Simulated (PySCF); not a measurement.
## Working out the excitation energy of Xe⁺

Xe⁺ [Kr] 4d10 5s2 5p5 (2P) → Xe⁺ [Kr] 4d10 5s1 5p6 (2S). Computed with PySCF 2.14 in def2-TZVPPD with the def2 core potential (28 electrons) (7s6p4d2f, 59 functions), with scalar relativity through the core potential. Frozen: 4s2 4p6 4d10. Energies in hartree (1 hartree = 27.21139 eV):

```csv
part,Xe⁺ (lower),Xe⁺ (upper)
UHF,-327.877199,-327.329969
CCSD correlation,-0.135204,-0.260744
(T),-0.003600,-0.032772
```

Question: What does Hartree-Fock give?

Answer: (-327.329969) − (-327.877199) = 0.547230 hartree = 14.891 eV.

Question: What do CCSD and CCSD(T) give?

Answer: The CCSD correlation energies differ by -0.125540 hartree = -3.416 eV and the triples by -0.029172 hartree = -0.794 eV, so CCSD gives 11.475 eV and CCSD(T) 10.681 eV.

Measured between the centres of the two terms (NIST): 10.831 eV, so CCSD(T) (valence) is off by -0.150 eV.

The coupled-cluster amplitudes are large, so a single reference is strained.

What remains against the reference includes basis incompleteness, the frozen core and higher excitations.
